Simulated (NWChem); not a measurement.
System: ReO4 anion; SMILES [O]=[Re-](=[O])(=[O])=[O]

Input file for NWChem:

```
start job
memory heap 200 mb stack 900 mb global 1100 mb
charge -1
geometry units angstroms noautoz
  Re    -0.000006     0.000002     0.000002
  O      0.658754    -1.253142     1.019282
  O     -0.722678     1.238122     0.994026
  O      1.276824     0.698257    -0.961975
  O     -1.212893    -0.683239    -1.051352
end
basis spherical
  * library def2-svp
end
ecp
  Re library def2-ecp
end
dft
  xc b3lyp
  iterations 150
  convergence energy 1d-9 density 1d-8 gradient 1d-7
  tolerances tight
end
task dft gradient
```

Parts of the log:

```
             Northwest Computational Chemistry Package (NWChem) 7.3.0
             --------------------------------------------------------

 C1  symmetry detected

                             Geometry "geometry" -> ""
                             -------------------------

 Output coordinates in angstroms (scale by  1.889725989 to convert to a.u.)

  No.       Tag          Charge          X              Y              Z
 ---- ---------------- ---------- -------------- -------------- --------------
    1 Re                  75.0000     0.00000057     0.00000230    -0.00000209
    2 O                    8.0000    -1.70545332     0.34825412     0.11581701
    3 O                    8.0000     0.87170359     1.47100112    -0.34579971
    4 O                    8.0000     0.56122988    -0.66697679     1.51109526
    5 O                    8.0000     0.27251454    -1.15230005    -1.28109295

 Effective nuclear repulsion energy (a.u.)     799.3496789216

                                 NWChem DFT Module
                                 -----------------

 Summary of "ao basis" -> "ao basis" (spherical)
 ------------------------------------------------------------------------------
       Tag                 Description            Shells   Functions and Types
 ---------------- ------------------------------  ------  ---------------------
 Re                         def2-svp                12       32   6s3p2d1f
 O                          def2-svp                 6       14   3s2p1d

  itol2e modified to match energy
  convergence criterion.
  tol_rho modified to match energy
  convergence criterion.

            General Information
            -------------------
          SCF calculation type: DFT
          Wavefunction type:  closed shell.
          No. of atoms     :     5
          No. of electrons :    48
           Alpha electrons :    24
            Beta electrons :    24
          Charge           :    -1
          Spin multiplicity:     1
          Use of symmetry is: off; symmetry adaption is: off
          Maximum number of iterations: 150
          AO basis - number of functions:    88
                     number of shells:    36
          Convergence on energy requested:  1.00D-09
          Convergence on density requested:  1.00D-08
          Convergence on gradient requested:  1.00D-07

              XC Information
              --------------
                         B3LYP Method XC Potential
                     Hartree-Fock (Exact) Exchange  0.200
                        Slater Exchange Functional  0.800 local
                    Becke 1988 Exchange Functional  0.720 non-local
              Lee-Yang-Parr Correlation Functional  0.810
                  VWN I RPA Correlation Functional  0.190 local

             Grid Information
             ----------------
          Grid used for XC integration:  medium
          Radial quadrature: Mura-Knowles
          Angular quadrature: Lebedev.
          Tag              B.-S. Rad. Rad. Pts. Rad. Cut. Ang. Pts.
          ---              ---------- --------- --------- ---------
          Re                  1.35      123           7.0       590
          O                   0.60       49           7.0       434
          Grid pruning is: on
          Number of quadrature shells:   319
          Spatial weights used:  Erf1

      Superposition of Atomic Density Guess
      -------------------------------------

 Sum of atomic energies:        -384.57388811

 Renormalizing density from      47.00 to     48

      Non-variational initial energy
      ------------------------------

 Total energy =    -380.206584
 1-e energy   =    -996.761963
 2-e energy   =     399.620664
 HOMO         =      -0.141474
 LUMO         =       0.231711

   convergence    iter        energy       DeltaE   RMS-Dens  Diis-err
 ---------------- ----- ----------------- --------- --------- ---------
 d= 0,ls=0.0,diis     1   -378.4378767432 -5.95D+02  6.99D-02  6.33D+00
 d= 0,ls=0.0,diis     2   -373.4231169225  5.01D+00  5.21D-02  5.06D+01
 d= 0,ls=0.0,diis     3   -379.1905700059 -5.77D+00  3.92D-03  1.10D-01
 d= 0,ls=0.0,diis     4   -379.1973844782 -6.81D-03  1.49D-03  4.80D-02
 d= 0,ls=0.0,diis     5   -379.2018575937 -4.47D-03  7.41D-05  2.05D-04
 d= 0,ls=0.0,diis     6   -379.2018761743 -1.86D-05  3.20D-05  1.71D-05
 d= 0,ls=0.0,diis     7   -379.2018765225 -3.48D-07  1.99D-05  1.22D-05
 d= 0,ls=0.0,diis     8   -379.2018777574 -1.23D-06  1.39D-06  6.12D-08
 d= 0,ls=0.0,diis     9   -379.2018777635 -6.17D-09  9.63D-08  7.77D-11
 d= 0,ls=0.0,diis    10   -379.2018777635 -1.82D-12  4.21D-08  5.27D-11
 d= 0,ls=0.0,diis    11   -379.2018777635 -1.40D-11  5.34D-09  3.71D-13

         Total DFT energy =     -379.201877763544
      One electron energy =     -988.958474112888
           Coulomb energy =      435.821717655708
    Exchange-Corr. energy =      -42.999836301331
 Nuclear repulsion energy =      216.934714994968

 Numeric. integr. density =       48.000009690948

                       DFT Final Molecular Orbital Analysis
                       ------------------------------------

 Vector   22  Occ=2.000000D+00  E=-1.157969D-01
              MO Center= -6.9D-04,  8.9D-03, -2.8D-01, r^2= 3.5D+00
   Bfn.  Coefficient  Atom+Function         Bfn.  Coefficient  Atom+Function
  ----- ------------  ---------------      ----- ------------  ---------------
    78      0.332758  5 O  px                52      0.315461  3 O  pz
    38     -0.270683  2 O  pz                81      0.251975  5 O  px
    55      0.238877  3 O  pz                64     -0.214334  4 O  px
    41     -0.204970  2 O  pz                37     -0.162409  2 O  py
    67     -0.162301  4 O  px                79      0.161545  5 O  py

 Vector   23  Occ=2.000000D+00  E=-1.157966D-01
              MO Center=  3.7D-02, -3.8D-01,  1.1D-01, r^2= 3.4D+00
   Bfn.  Coefficient  Atom+Function         Bfn.  Coefficient  Atom+Function
  ----- ------------  ---------------      ----- ------------  ---------------
    38      0.281502  2 O  pz                65     -0.262136  4 O  py
    80     -0.249007  5 O  pz                79      0.247543  5 O  py
    64      0.214571  4 O  px                41      0.213163  2 O  pz
    68     -0.198498  4 O  py                66     -0.195403  4 O  pz
    83     -0.188556  5 O  pz                82      0.187448  5 O  py

 Vector   24  Occ=2.000000D+00  E=-1.157963D-01
              MO Center= -3.7D-02,  3.8D-01,  1.7D-01, r^2= 3.4D+00
   Bfn.  Coefficient  Atom+Function         Bfn.  Coefficient  Atom+Function
  ----- ------------  ---------------      ----- ------------  ---------------
    37      0.344967  2 O  py                50      0.324440  3 O  px
    40      0.261221  2 O  py                53      0.245677  3 O  px
    65     -0.231057  4 O  py                64     -0.222752  4 O  px
    68     -0.174964  4 O  py                67     -0.168675  4 O  px
    78     -0.167436  5 O  px                52      0.160303  3 O  pz

 Vector   25  Occ=0.000000D+00  E= 1.285454D-01
              MO Center= -6.4D-06, -4.4D-07,  8.2D-06, r^2= 2.1D+00
   Bfn.  Coefficient  Atom+Function         Bfn.  Coefficient  Atom+Function
  ----- ------------  ---------------      ----- ------------  ---------------
    19      0.743368  1 Re d  1              18      0.291990  1 Re d  0
    17     -0.279735  1 Re d -1              38     -0.242357  2 O  pz
    52      0.235677  3 O  pz                64      0.227521  4 O  px
    41     -0.206302  2 O  pz                78     -0.203320  5 O  px
    55      0.200615  3 O  pz                67      0.193673  4 O  px

 Vector   26  Occ=0.000000D+00  E= 1.285470D-01
              MO Center=  4.2D-06, -8.7D-06,  8.6D-07, r^2= 2.1D+00
   Bfn.  Coefficient  Atom+Function         Bfn.  Coefficient  Atom+Function
  ----- ------------  ---------------      ----- ------------  ---------------
    16      0.569729  1 Re d -2              20      0.473120  1 Re d  2
    18      0.370218  1 Re d  0              37      0.238106  2 O  py
    65     -0.215059  4 O  py                50     -0.210464  3 O  px
    40      0.202682  2 O  py                17      0.195443  1 Re d -1
    68     -0.183064  4 O  py                53     -0.179153  3 O  px

 Vector   27  Occ=0.000000D+00  E= 1.735402D-01
              MO Center=  3.3D-05,  3.3D-05, -5.1D-05, r^2= 7.5D+00
   Bfn.  Coefficient  Atom+Function         Bfn.  Coefficient  Atom+Function
  ----- ------------  ---------------      ----- ------------  ---------------
     6      1.715228  1 Re s                  5     -0.676777  1 Re s
    35     -0.232320  2 O  s                 49     -0.232309  3 O  s
    63     -0.232337  4 O  s                 77     -0.232329  5 O  s
     3     -0.185425  1 Re s                 34     -0.119638  2 O  s
    48     -0.119636  3 O  s                 62     -0.119638  4 O  s

     Multipole analysis of the density
     ---------------------------------

     L   x y z        total         alpha         beta         nuclear
     -   - - -        -----         -----         ----         -------
     0   0 0 0     -1.000000    -24.000000    -24.000000     47.000000

     1   1 0 0      0.000004      0.000034      0.000034     -0.000064
     1   0 1 0      0.000005      0.000133      0.000133     -0.000261
     1   0 0 1     -0.000014     -0.000125     -0.000125      0.000237

     2   2 0 0    -40.899847    -78.410887    -78.410887    115.921927
     2   1 1 0     -0.000034     -0.000017     -0.000017     -0.000000
     2   1 0 1      0.000016      0.000008      0.000008      0.000000
     2   0 2 0    -40.900032    -78.412370    -78.412370    115.924709
     2   0 1 1     -0.000004     -0.000002     -0.000002      0.000000
     2   0 0 2    -40.899649    -78.409613    -78.409613    115.919577

  itol2e modified to match energy
  convergence criterion.

            General Information
            -------------------
          SCF calculation type: DFT
          Wavefunction type:  closed shell.
          No. of atoms     :     5
          No. of electrons :    48
           Alpha electrons :    24
            Beta electrons :    24
          Charge           :    -1
          Spin multiplicity:     1
          Use of symmetry is: off; symmetry adaption is: off
          Maximum number of iterations: 150
          AO basis - number of functions:    88
                     number of shells:    36
          Convergence on energy requested:  1.00D-09
          Convergence on density requested:  1.00D-08
          Convergence on gradient requested:  1.00D-07

              XC Information
              --------------
                         B3LYP Method XC Potential
                     Hartree-Fock (Exact) Exchange  0.200
                        Slater Exchange Functional  0.800 local
                    Becke 1988 Exchange Functional  0.720 non-local
              Lee-Yang-Parr Correlation Functional  0.810
                  VWN I RPA Correlation Functional  0.190 local

             Grid Information
             ----------------
          Grid used for XC integration:  medium
          Radial quadrature: Mura-Knowles
          Angular quadrature: Lebedev.
          Tag              B.-S. Rad. Rad. Pts. Rad. Cut. Ang. Pts.
          ---              ---------- --------- --------- ---------
          Re                  1.35      123           7.0       590
          O                   0.60       49           7.0       434
          Grid pruning is: on
          Number of quadrature shells:   319
          Spatial weights used:  Erf1

          Convergence Information
          -----------------------
          Convergence aids based upon iterative change in
          total energy or number of iterations.
          Levelshifting, if invoked, occurs when the
          HOMO/LUMO gap drops below (HL_TOL):  1.00D-02
          DIIS, if invoked, will attempt to extrapolate
          using up to (NFOCK): 10 stored Fock matrices.

                    Damping( 0%)  Levelshifting(0.5)       DIIS
                  --------------- ------------------- ---------------
          dE  on:    start            ASAP                start
          dE off:    2 iters        150 iters           150 iters

                            NWChem DFT Gradient Module
                            --------------------------

  charge          =  -1.00
  wavefunction    = closed shell

                         DFT ENERGY GRADIENTS

    atom               coordinates                        gradient
                 x          y          z           x          y          z
   1 Re      0.000001   0.000004  -0.000004   -0.000004  -0.000009   0.000001
   2 O      -3.222839   0.658105   0.218862   -0.003322   0.000677   0.000228
   3 O       1.647281   2.779789  -0.653467    0.001699   0.002875  -0.000675
   4 O       1.060571  -1.260403   2.855556    0.001095  -0.001298   0.002939
   5 O       0.514978  -2.177531  -2.420915    0.000532  -0.002245  -0.002492
```

Level: B3LYP/def2-SVP with def2 effective core potentials on Re. Sets without diffuse functions describe the anion's extra electron poorly. Geometry: optimised at B3LYP/def2-SVPD. No frequency run checked for a minimum. def2 effective core potentials on Re; no spin-orbit coupling.
